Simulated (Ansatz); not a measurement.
Ansatz (a program for electronic structure) input (B3LYP-D3(BJ)/def2-TZVP):

Ansatz 0.2 input:
```yaml
crystal:
  periodic: [false, false, false]
  atoms:
    - {symbol: Si, position_ang: [-0.24104321, 0.52718186, -0.09451547]}
    - {symbol: F, position_ang: [1.44240652, 0.21997553, -0.27531104]}
    - {symbol: H, position_ang: [-0.71212454, -0.62304812, -0.98469159]}
    - {symbol: H, position_ang: [-0.38183986, -0.14361863, 1.27220500]}
basis:
  gaussian:
    orbitals: def2-TZVP
hamiltonian:
  xc: b3lyp
  dispersion: d3bj
total_charge: -1
relax: {f_tol: 0.002, max_steps: 150}
```

Output:

```
Functional definition: B3LYP
integrals: 0.01 GiB planned
505 factors; their error is unknown
0.13 GiB of the device are held for the grids
0.22 GiB of device memory are held for the factors and their scratch space
mean field: 0.25 GiB planned
mean field evaluation 1: about -10625.6332 eV, gradient 5.2e1 eV
mean field evaluation 2: about -10620.8454 eV, gradient 8.3e1 eV
mean field evaluation 4: about -10630.3470 eV, gradient 7.4e-1 eV
mean field evaluation 8: about -10630.3818 eV, gradient 2.3e-2 eV
mean field -10630.38183280 eV, -390.6593268240 hartree, gradient 1.9e-5 eV, S^2 0.000000; 0 other end points of the search recorded, 0 dependent functions left out
the calculation of the forces begins
reference -10630.38203781 eV, -390.6593343579 hartree; 13, 13 occupied and 67, 67 virtual orbitals, 505 factors
relax step   1: F+E_penalty+E_count = -10630.45595748 eV  Δ(F+E_penalty+E_count) = +0.000e0 eV  max|allowed force component| = 6.932e-1 eV/Å  Δτ_max = 0.0000 Å  (23 SCF iters, accepted)
these checks for a lower state are left out or cut short: starts, cluster_reference, orbital_swaps, neighbouring_geometries, increment
integrals: 0.01 GiB planned
505 factors; their error is unknown
0.13 GiB of the device are held for the grids
0.22 GiB of device memory are held for the factors and their scratch space
mean field: 0.25 GiB planned
mean field evaluation 16: about -10630.3785 eV, gradient 4.6e-2 eV
mean field -10630.41118873 eV, -390.6604056342 hartree, gradient 1.2e-5 eV, S^2 0.000000; 0 other end points of the search recorded, 0 dependent functions left out
the calculation of the forces begins
reference -10630.41139487 eV, -390.6604132097 hartree; 13, 13 occupied and 67, 67 virtual orbitals, 505 factors
relax step   2: F+E_penalty+E_count = -10630.48553302 eV  Δ(F+E_penalty+E_count) = -2.958e-2 eV  max|allowed force component| = 2.859e-1 eV/Å  Δτ_max = 0.1092 Å  (27 SCF iters, accepted)
these checks for a lower state are left out or cut short: starts, cluster_reference, orbital_swaps, neighbouring_geometries, increment
integrals: 0.01 GiB planned
505 factors; their error is unknown
0.13 GiB of the device are held for the grids
0.22 GiB of device memory are held for the factors and their scratch space
mean field: 0.25 GiB planned
mean field -10630.42525707 eV, -390.6609226363 hartree, gradient 1.7e-5 eV, S^2 0.000000; 0 other end points of the search recorded, 0 dependent functions left out
the calculation of the forces begins
reference -10630.42546350 eV, -390.6609302225 hartree; 13, 13 occupied and 67, 67 virtual orbitals, 505 factors
relax step   3: F+E_penalty+E_count = -10630.49948870 eV  Δ(F+E_penalty+E_count) = -1.396e-2 eV  max|allowed force component| = 1.704e-1 eV/Å  Δτ_max = 0.0535 Å  (26 SCF iters, accepted)
these checks for a lower state are left out or cut short: starts, cluster_reference, orbital_swaps, neighbouring_geometries, increment
integrals: 0.01 GiB planned
505 factors; their error is unknown
0.13 GiB of the device are held for the grids
0.22 GiB of device memory are held for the factors and their scratch space
mean field: 0.25 GiB planned
mean field evaluation 32: about -10630.4260 eV, gradient 1.1e-5 eV
mean field -10630.42597174 eV, -390.6609488998 hartree, gradient 1.8e-5 eV, S^2 0.000000; 0 other end points of the search recorded, 0 dependent functions left out
the calculation of the forces begins
reference -10630.42617812 eV, -390.6609564842 hartree; 13, 13 occupied and 67, 67 virtual orbitals, 505 factors
relax step   4: F+E_penalty+E_count = -10630.50021907 eV  Δ(F+E_penalty+E_count) = -7.304e-4 eV  max|allowed force component| = 1.149e-1 eV/Å  Δτ_max = 0.0063 Å  (27 SCF iters, accepted)
these checks for a lower state are left out or cut short: starts, cluster_reference, orbital_swaps, neighbouring_geometries, increment
integrals: 0.01 GiB planned
505 factors; their error is unknown
0.13 GiB of the device are held for the grids
0.22 GiB of device memory are held for the factors and their scratch space
mean field: 0.25 GiB planned
mean field -10630.42634031 eV, -390.6609624447 hartree, gradient 1.9e-5 eV, S^2 0.000000; 0 other end points of the search recorded, 0 dependent functions left out
the calculation of the forces begins
reference -10630.42654679 eV, -390.6609700325 hartree; 13, 13 occupied and 67, 67 virtual orbitals, 505 factors
relax step   5: F+E_penalty+E_count = -10630.50059899 eV  Δ(F+E_penalty+E_count) = -3.799e-4 eV  max|allowed force component| = 1.358e-2 eV/Å  Δτ_max = 0.0039 Å  (27 SCF iters, accepted)
these checks for a lower state are left out or cut short: starts, cluster_reference, orbital_swaps, neighbouring_geometries, increment
integrals: 0.01 GiB planned
505 factors; their error is unknown
0.13 GiB of the device are held for the grids
0.22 GiB of device memory are held for the factors and their scratch space
mean field: 0.25 GiB planned
mean field -10630.42633752 eV, -390.6609623422 hartree, gradient 7.1e-5 eV, S^2 0.000000; 0 other end points of the search recorded, 0 dependent functions left out
the calculation of the forces begins
reference -10630.42654400 eV, -390.6609699301 hartree; 13, 13 occupied and 67, 67 virtual orbitals, 505 factors
relax step   6: F+E_penalty+E_count = -10630.50060322 eV  Δ(F+E_penalty+E_count) = -4.225e-6 eV  max|allowed force component| = 1.091e-2 eV/Å  Δτ_max = 0.0014 Å  (18 SCF iters, accepted)
these checks for a lower state are left out or cut short: starts, cluster_reference, orbital_swaps, neighbouring_geometries, increment
integrals: 0.01 GiB planned
505 factors; their error is unknown
0.13 GiB of the device are held for the grids
0.22 GiB of device memory are held for the factors and their scratch space
mean field: 0.25 GiB planned
mean field -10630.42634690 eV, -390.6609626869 hartree, gradient 3.5e-5 eV, S^2 0.000000; 0 other end points of the search recorded, 0 dependent functions left out
the calculation of the forces begins
reference -10630.42655337 eV, -390.6609702746 hartree; 13, 13 occupied and 67, 67 virtual orbitals, 505 factors
relax step   7: F+E_penalty+E_count = -10630.50060844 eV  Δ(F+E_penalty+E_count) = -5.223e-6 eV  max|allowed force component| = 1.768e-4 eV/Å  Δτ_max = 0.0006 Å  (17 SCF iters, accepted)
integrals: 0.01 GiB planned
505 factors; their error is unknown
0.13 GiB of the device are held for the grids
0.22 GiB of device memory are held for the factors and their scratch space
mean field: 0.25 GiB planned
mean field evaluation 64: about -10630.4263 eV, gradient 9.5e-5 eV
mean field -10630.42634690 eV, -390.6609626869 hartree, gradient 3.5e-5 eV, S^2 0.000000; 1 other end points of the search recorded, 0 dependent functions left out
the calculation of the forces begins
reference -10630.42655337 eV, -390.6609702746 hartree; 13, 13 occupied and 67, 67 virtual orbitals, 505 factors
Total energy: -10630.50081491 eV, -390.6636993358 hartree
Atom 0 at    -0.200394     0.567752    -0.108987 Å, force    -0.000177    -0.000098     0.000046 eV/Å
Atom 1 at     1.467787     0.241740    -0.283748 Å, force     0.000093    -0.000037    -0.000006 eV/Å
Atom 2 at    -0.738360    -0.644492    -0.927403 Å, force     0.000042     0.000068    -0.000016 eV/Å
Atom 3 at    -0.421633    -0.184509     1.237826 Å, force     0.000041     0.000066    -0.000025 eV/Å
Dipole moment:     0.284216    -0.050124    -0.030926 e Å
```

It need not be the lowest isomer of its formula. Whether it binds its extra electron was not tested at this geometry.
